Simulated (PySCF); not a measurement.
A side-by-side comparison of computed properties.

First species: C₇H₁₃B.
InChI=1S/C7H13B/c1-8(2)6-7-4-3-5-7/h6H,3-5H2,1-2H3

Second species: C5H15NSi2.
SMILES: `C[SiH2]/C=C\[SiH2]N(C)C`

Levels: CAM-B3LYP/def2-SVPD for dipole moment, HOMO energy, LUMO energy, HOMO–LUMO gap, static isotropic polarisability and electronic spatial extent ⟨r²⟩ about the centre of nuclear charge; TDDFT CAM-B3LYP/def2-SVPD for lowest singlet excitation; TDA CAM-B3LYP/def2-SVPD for lowest triplet excitation (Tamm–Dancoff); ΔSCF CAM-B3LYP/def2-SVPD for vertical ionisation energy; PBE0-D3(BJ)/def2-SVP for rotational constant A and rotational constant C. Geometries: PBE0-D3(BJ)/def2-SVP. Each structure is a single optimised conformer of the isolated species, non-relativistic unless stated; the electronic structure was computed with PySCF and density fitting.

The conformers computed, where there is a choice (atom-mapped SMILES and torsion angles):
- `[CH3:1][B:2]([CH3:3])[CH:4]=[C:5]1[CH2:6][CH2:7][CH2:8]1`: C1–B2–C4–C5 -4°
- `[CH3:1][SiH2:2]/[CH:3]=[CH:4]\[SiH2:5][N:6]([CH3:7])[CH3:8]`: C1–Si2–C3–C4 -99°, C3–C4–Si5–N6 48°, C4–Si5–N6–C7 -144°

Problem. Which has the higher T1 energy?

Solution. The second: 3.85 eV against 3.53 eV, a difference of 0.32 eV.

Problem. Which of the two has the higher rotational constant C, and by how much?

Solution. The first: 0.891 GHz against 0.828 GHz, a difference of 0.063 GHz.

Problem. Which has the higher S1 energy?

Solution. The first: 5.58 eV against 4.90 eV, a difference of 0.68 eV.

Problem. Which has the higher rotational constant A?

Solution. The first: 4.480 GHz against 1.635 GHz, a difference of 2.845 GHz.

Problem. Which of the two has the higher ⟨r²⟩, and by how much?

Solution. The second: 1625 bohr² against 1357 bohr², a difference of 268 bohr².

Problem. Which has the higher LUMO energy?

Solution. The second: 0.06 eV against -0.04 eV, a difference of 0.10 eV.

Problem. Which of the two has the higher dipole moment, and by how much?

Solution. The first: 1.41 D against 1.23 D, a difference of 0.18 D.

Problem. Which has the higher vertical ionisation energy?

Solution. The first: 9.13 eV against 8.24 eV, a difference of 0.89 eV.

On the first: In wavenumbers S1 is 45000 cm⁻¹ (1 eV = 8065.54 cm⁻¹). In atomic units the dipole is 0.56 e·bohr (1 au = 2.5417 D).

On the second: The ΔSCF ionisation energy exceeds −ε(HOMO) by 0.50 eV with CAM-B3LYP. S1 lies 2.90 eV below the HOMO–LUMO gap; its leading configuration is HOMO→LUMO, weight 0.93.
